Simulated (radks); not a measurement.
Results of a calculation; reference values are marked as such.
Xe, 54 electrons, occupied as [Kr] 4d9 5s2 5p6 5d1 (not the ground configuration). Code: a radial shooting solver on a logarithmic mesh with Libxc functionals. Model: Dirac Kohn-Sham, PW91, spin-unpolarised, spherical densities, point nucleus; open shells are shared between the two j in proportion to 2j + 1.

Spin-orbit splittings of the eigenvalues, e(l+1/2) - e(l-1/2), with zeta = 2 splitting/(2l+1) and mean radii in bohr:

shell  occ.  splitting (eV)  zeta (eV)  <r> j=l-1/2  <r> j=l+1/2
2p        6           324.7      216.5      0.09620       0.1020
3p        6           61.71      41.14       0.2961       0.3078
3d       10           13.05      5.219       0.2786       0.2823
4p        6           12.52      8.350       0.7406       0.7676
4d        9           2.066     0.8265       0.8548       0.8649
5p        6           1.524      1.016        2.061        2.156
5d        1         0.03495    0.01398        6.471        6.782
